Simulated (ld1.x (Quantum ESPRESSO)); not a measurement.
## tin, PAW: configuration errors across variants

ld1.x (Quantum ESPRESSO) 7.5 input, shortened:

```
&input
   title='Sn', zed=50., rel=2, dft='PZ', iswitch=3,
   config='[Kr] 4d10 5s2 5p2 5d-2', rel_dist='average'
 /
 &inputp
   pseudotype=3, lpaw=.true., tm=.true., lloc=-1, rcloc=2.50,
   nlcc=.true., rcore=2.30,
   which_augfun='PSQ', rmatch_augfun_nc=.true.
 /
6
5S  1  0   2.00   0.00  1.90  2.25  0.0
5S  1  0   0.00   1.05  1.90  2.25  0.0
5P  2  1   2.00   0.00  2.50  2.70  0.0
5P  2  1   0.00   1.85  2.50  2.70  0.0
5D  3  2  -2.00   0.10  2.85  3.20  0.0
5D  3  2  -2.00   1.70  2.85  3.20  0.0
 &test
   configts(1)='5s2 5p2'
 /
```

Open shells are filled in proportion to 2j + 1 (rel_dist='average').

All-electron excitation energies from the reference (eV): (1) 5s2 5p1 7.112; (2) 5s2 5p0 21.395; (3) 5s1 5p0 52.844; (4) 5s2 5p2.3 -0.903; (5) 5s1 5p2 14.826; (6) 5s2 5p1.5 2.723; (7) 5s1 5p3 7.055.

5 further variants failed, have other tests or another functional or relativity, and are left out.

Errors AE − PS in meV (a dash: test not solved or not reliable):

```csv
change,(1),(2),(3),(4),(5),(6),(7),bound ghosts
base,-9.2,-74,-410,-0.1,-42,-1.5,-13,not determined
core correction a·sin(br)/r model core inside 1.00 bohr,-9.2,-74,-410,-0.1,-42,-1.5,-13,not determined
local potential all-electron potential smoothed inside 2.60 bohr (lloc = -1),-9.2,-74,-410,-0.1,-42,-1.5,-13,not determined
"waves 5s (bound): rcut 1.90, rcutus 2.10 bohr; 5s channel at 1.05 Ry: rcut 1.90, rcutus 2.10 bohr",-9.2,-74,-411,-0.1,-42,-1.5,-13,not determined
"waves 5p (bound): rcut 2.14, rcutus 2.26 bohr; 5p channel at 1.85 Ry: rcut 2.14, rcutus 2.26 bohr",-9.2,-74,-410,-0.1,-42,-1.5,-13,not determined
"wave 5d channel at 0.1 Ry: rcut 2.85, rcutus 3.20 bohr becomes 5d channel at 0.33 Ry: rcut 2.85, rcutus 3.20 bohr",-9.2,-74,-410,-0.1,-42,-1.5,-13,not determined
"waves 5d channel at 0.1 Ry: rcut 2.46, rcutus 2.60 bohr; 5d channel at 1.7 Ry: rcut 2.46, rcutus 2.60 bohr",-9.2,-74,-410,-0.1,-42,-1.5,-13,not determined
```

**Question.** Give the same row for: local potential all-electron potential smoothed inside 1.26 bohr (lloc = -1).

**Answer.** -9.2, -74, -413, -0.1, -43, -1.5, -14; bound ghosts: not determined.
